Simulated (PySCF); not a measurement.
Species: C$_{3}$H$_{6}$O$_{3}$Sn (charge +1, doublet). 
Structure (B3LYP-D3(BJ)/def2-TZVP (Ansatz) minimum search):
```xyz
13

C      3.3456    -0.1916     0.1217
C      2.4169     0.5137    -0.2518
C      1.3424     1.2758    -0.6443
Sn    -0.5142    -0.0814     0.0397
O      0.1689    -1.1532     1.4957
O     -1.7640     1.3020     0.5499
O     -0.8884    -0.9901    -1.6246
H      4.1644    -0.7968     0.4452
H      1.1001     1.3040    -1.7056
H      1.1095     2.1680    -0.0657
H     -0.2649    -1.0109     2.3493
H     -2.4623     1.4905    -0.0942
H     -0.7014    -1.9399    -1.6347
```
Charge +1, spin multiplicity 2.

Dispersion corrections to the total energy (kcal/mol) from the dftd3 and dftd4 libraries through PySCF: D3(BJ) without and D4 with the three-body term, each with the damping fitted for the functional named.

```csv
functional,D3(BJ),D4
BP86,-11.75,-9.22
CAM-B3LYP,-5.99,-5.89
revPBE,-15.72,[?]
B2PLYP,-6.07,[?]
BLYP,[?],-14.00
TPSS,-8.68,-8.87
TPSSh,-8.14,-8.09
```

**Question.** What belongs in the gaps?

**Answer.** 
- revPBE, D4: -17.59
- B2PLYP, D4: -4.65
- BLYP, D3(BJ): -14.64
